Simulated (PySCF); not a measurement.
Assignment exercise: C$_{6}$H$_{10}$FNSi$_{2}$

Mapped SMILES: `[F:1][c:2]1[cH:3][cH:4][cH:5][c:6]([N:7]([SiH3:8])[SiH3:9])[cH:10]1`; H(Xn) means a hydrogen on atom n.

Method: GFN2-xTB geometry, shielding tensors at PBE0/pcSseg-1 (GIAO), in PySCF 2.14.0 with density-fitted response routines (fast rotation and ring inversion assumed for equivalent nuclei, one conformer, no solvent model, non-relativistic Hamiltonian).

Chemical shifts δ = σref − σ; 13C (σref 186.93), 1H (σref 31.72) vs TMS, all at this level.

Problem. Assign these signals to the numbered atoms. 13C{1H} NMR (computed): δ 173.4 (C), 159.5 (C), 135.4 (CH), 120.1 (CH), 112.7 (CH), 112.2 (CH).

Solution. 
```tsv
δ (ppm)	atoms	environment	reason
173.4	C2	aromatic carbon bearing fluorine	an ipso carbon deshielded by its heteroatom
159.5	C6	aromatic carbon bearing nitrogen	σ withdrawal by the attached heteroatom moves it downfield of the ring CH carbons
135.4	C4	aromatic CH	the aromatic region
120.1	C5	aromatic CH	–
112.7	C3	aromatic CH	–
112.2	C10	aromatic CH	–
```

C3 and C10 lie closer than the usual error of such a calculation, so a measured spectrum could show them in the other order.

Problem. Assign these signals to the numbered atoms. 1H NMR (500 MHz, computed): δ 7.49 (m, 1H), 6.90 (m, 1H), 6.78 (d, 1H), 6.76 (m, 1H), 4.92 (s, 6H).

Solution. 
| δ (ppm) | atoms | environment | reason |
| --- | --- | --- | --- |
| 7.49 | H(C4) | hydrogen on an aromatic CH | aromatic region |
| 6.90 | H(C3) | hydrogen on an aromatic CH | – |
| 6.78 | H(C5) | hydrogen on an aromatic CH | – |
| 6.76 | H(C10) | hydrogen on an aromatic CH | – |
| 4.92 | H(Si8)/H(Si9) | hydrogen on a silicon bonded to N | – |

H(C3) and H(C5); H(C5) and H(C10) lie closer than the usual error of such a calculation, so a measured spectrum could show them in the other order.

Splittings by 19F in the carbon and heteronuclear signals aren't shown, as no couplings were computed. Shifts are as computed. Against solution values, carbons near 30 ppm lie about +3 ppm off and those near 130 ppm about +5 ppm. Of 1309 compounds with measured shifts, 239 miss one by over three times the rms of a fit or turn the order of signals round; such compounds aren't used in these exercises. No couplings were computed; multiplicities are counted from neighbouring protons, with m where these are inequivalent, close in shift, in a saturated or five-membered ring or joined by F or P, and br s for small geminal =CH2 splittings.
